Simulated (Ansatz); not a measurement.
Consider the redistribution: `[AlH2][NH][SiH2]Cl` + `O[SiH]([SiH3])O[SiH3]` → `O[SiH]([SiH3])[O][AlH2]` + `[SiH3]N[SiH2]Cl`.

Calculated with Ansatz (gas phase, PBE0-D4/def2-TZVP geometries, no zero-point term in ΔE). CCSD(T)/CBS adds triple-zeta CCSD(T) − MP2 to the extrapolated MP2 energy (def2 sets, frozen cores). DFT in def2-TZVPP. HSE06 is defined as in plane-wave codes. One conformer a species, not always the lowest.

```csv
level,ΔE (kJ/mol),difference from CCSD(T)/CBS
r2SCAN-D4,-6.0,1.3
HSE06-D4,-7.4,-0.1
CAM-B3LYP-D4,-8.8,-1.5
ωB97X-V,-8.1,-0.8
B2PLYP,-8.7,-1.4
PBE,-7.4,-0.1
revPBE,-8.4,-1.1
r2SCAN,-6.2,1.1
CAM-B3LYP,-9.6,-2.3
LC-ωPBE,-10.3,-3.0
RPA@PBE/def2-TZVPP,-6.5,0.8
HF/def2-SVP,-17.4,-10.1
MP2/def2-SVP,-14.2,-6.9
CCSD/def2-TZVPP,-8.3,-1.0
HF/def2-QZVPP,-9.7,-2.4
SCS-MP2/def2-QZVPP,-8.1,-0.8
CCSD(T)/CBS,-7.3,0
```

Largest T1 diagnostic among the species: 0.013.

Leaving LDA and LC-ωPBE aside and taking each functional with its dispersion term where it has one, the values spread over 2.8 kJ/mol, from CAM-B3LYP-D4 to r2SCAN-D4. At CCSD(T), def2-SVP lies −6.1 kJ/mol from the extrapolated value and def2-TZVPP −0.1 kJ/mol.
